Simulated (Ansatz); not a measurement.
`CB[SiH2]SC` + H₂ → `CS[SiH3]` + `BC` at 600 K and 1 bar (hydrogenolysis of the Si–B bond).

Program: Ansatz. Geometries: PBE0-D4/def2-TZVP. ΔE: electronic, gas phase. CCSD(T)/CBS adds triple-zeta CCSD(T) − MP2 to the extrapolated MP2 energy (def2 sets, frozen cores). This one scheme is used for every species. One conformer a species, not always the lowest.

```csv
species,CCSD(T)/CBS energy (Eh),H − E (kJ/mol),S (J/(mol·K))
`CB[SiH2]SC`,-793.17470,352.8,514.7
H₂,-1.17544,43.9,150.8
`CS[SiH3]`,-728.52947,217.4,385.5
`BC`,-65.83255,180.5,296.9
```

H − E and S are ideal-gas, rigid-rotor, harmonic terms from PBE0-D4/def2-TZVP, for one conformer and one mirror image of each species. The MP2-based limit puts H₂ 0.8 mEh under its directly extrapolated value; such offsets cancel only in part. 1 Eh = 2625.50 kJ/mol, R = 8.31446 J/(mol·K).

By hand: ΔE, ΔH, ΔS and ΔG.

ΔE = (-728.52947) + (-65.83255) − (-793.17470) − (-1.17544) = -0.01188 Eh = -31.2 kJ/mol. Δ(H − E) = 217.4 + 180.5 − 352.8 − 43.9 = 1.2, so ΔH = -30.0 kJ/mol. ΔS = 385.5 + 296.9 − 514.7 − 150.8 = 16.9 J/(mol·K). ΔG = -30.0 − 600 × (16.9)/1000 = -40.1 kJ/mol.

By hand: the equilibrium constant, and the temperature at which ΔG would vanish if ΔH and ΔS stayed fixed.

log₁₀ K = −ΔG/(RT ln 10) = 3.5. ΔH and −TΔS have one sign here, so there is no such temperature.

TΔS isn't small against ΔH here. A doubt of 5 kJ/mol in ΔE shifts log₁₀ K by 0.4 here. Other conformers and mirror images would add mixing entropy, several J/(mol·K) or more a flexible species. Modes under 60 cm⁻¹, often nearly free rotors, make the harmonic entropy too high. These are equilibria of isolated gas molecules and say nothing of rates. Largest T1 diagnostic: 0.011 (customary marks: 0.02 for closed shells, 0.045 for open ones).
